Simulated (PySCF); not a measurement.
F₃OTa, singlet, geometry from GFN2-xTB (such geometries of metal compounds can be far from the true shape) (core potentials on Ta); DF-SVWN5/def2-TZVP in PySCF.

PySCF was given this input:
```python
from pyscf import gto, scf, dft

mol = gto.M(
    atom='''
Ta    0.016939    0.009075   -0.019553
O     1.067821    0.572063   -1.232560
F     0.970074   -0.956009    1.218615
F    -1.269464   -1.064294   -0.771854
F    -0.787181    1.438195    0.807440
''',
    basis='def2-tzvp',
    ecp={'Ta': 'def2-tzvp'},
    charge=0,
    spin=0,
    verbose=4,
)

mf = dft.RKS(mol)
mf.xc = 'lda,vwn'
mf = mf.density_fit(auxbasis='def2-universal-jkfit')
mf.kernel()
mf.analyze()
```

Task: What does PySCF print? Leave out banner, timings and long lists.

Result: 
```
PySCF version 2.14.0

[INPUT] verbose = 4
[INPUT] num. atoms = 5
[INPUT] num. electrons = 48
[INPUT] charge = 0
[INPUT] spin (= nelec alpha-beta = 2S) = 0
[INPUT] symmetry False subgroup None
[INPUT] Mole.unit = angstrom
[INPUT] Symbol           X                Y                Z      unit          X                Y                Z       unit  Magmom
[...]
nuclear repulsion = 215.932424361185
number of shells = 58
number of NR pGTOs = 246
number of NR cGTOs = 164
basis = def2-tzvp
ecp = {'Ta': 'def2-tzvp'}

******** <class 'pyscf.df.df_jk.DFRKS'> ********
method = DFRKS
initial guess = minao
damping factor = 0
level_shift factor = 0
DIIS = <class 'pyscf.scf.diis.CDIIS'>
diis_start_cycle = 1
diis_space = 8
diis_damp = 0
SCF conv_tol = 1e-09
SCF conv_tol_grad = None
SCF max_cycles = 50
direct_scf = False
XC library pyscf.dft.libxc version 7.1.2
    S. Lehtola, C. Steigemann, M. J. T. Oliveira, and M. A. L. Marques,  SoftwareX 7, 1–5 (2018)
XC functionals = lda,vwn
    P. A. M. Dirac,  Math. Proc. Cambridge Philos. Soc. 26, 376 (1930)
    F. Bloch,  Z. Phys. 57, 545 (1929)
    S. H. Vosko, L. Wilk, and M. Nusair,  Can. J. Phys. 58, 1200 (1980)
radial grids:
    Treutler-Ahlrichs [JCP 102, 346 (1995); DOI:10.1063/1.469408] (M4) radial grids

becke partition: Becke, JCP 88, 2547 (1988); DOI:10.1063/1.454033
pruning grids: <function nwchem_prune>
grids dens level: 3
symmetrized grids: False
atomic radii adjust function: <function treutler_atomic_radii_adjust>
small_rho_cutoff = 0
Set gradient conv threshold to 3.16228e-05
Initial guess from minao.
tot grids = 80880
init E= -409.530551076351
[...]
cycle= 1 E= -429.517431079789  delta_E=  -20  |g|=  1.1  |ddm|= 7.56
[...]
cycle= 2 E= -427.228320025382  delta_E= 2.29  |g|= 3.45  |ddm|= 2.08
[...]
cycle= 3 E= -429.580395567893  delta_E= -2.35  |g|= 0.846  |ddm|=  1.9
[...]
cycle= 4 E= -429.711542117062  delta_E= -0.131  |g|= 0.32  |ddm|= 0.561
[...]
cycle= 5 E= -429.720822587228  delta_E= -0.00928  |g|= 0.196  |ddm|= 0.228
[...]
cycle= 6 E= -429.72743898104  delta_E= -0.00662  |g|= 0.0433  |ddm|= 0.112
[...]
cycle= 7 E= -429.727780899075  delta_E= -0.000342  |g|= 0.0172  |ddm|= 0.0172
[...]
cycle= 8 E= -429.727836700826  delta_E= -5.58e-05  |g|= 0.00313  |ddm|= 0.00718
[...]
cycle= 9 E= -429.727838304224  delta_E= -1.6e-06  |g|= 0.000438  |ddm|= 0.00123
[...]
cycle= 10 E= -429.7278383387  delta_E= -3.45e-08  |g|= 9.37e-05  |ddm|= 0.000243
[...]
cycle= 11 E= -429.727838340189  delta_E= -1.49e-09  |g|= 1.01e-05  |ddm|= 3.99e-05
[...]
cycle= 12 E= -429.727838340199  delta_E= -1.02e-11  |g|= 6.31e-06  |ddm|= 6.62e-06
[...]
Extra cycle  E= -429.727838340161  delta_E= 3.77e-11  |g|= 1.68e-05  |ddm|= 9.7e-06
converged SCF energy = -429.727838340161
**** SCF Summaries ****
Total Energy =                        -429.727838340161043
Nuclear Repulsion Energy =             215.932424361184530
One-electron Energy =                -1046.912127956448785
Two-electron Energy =                  401.251865255103212
Two-electron Coulomb Energy =          445.417415499411106
DFT Exchange-Correlation Energy =      -44.165550244307909
HOMO-LUMO gap [eV] =                     6.230260558442606
**** MO energy ****
[...]
Dipole moment(X, Y, Z, Debye): -1.02249, -0.54779,  1.18015
```
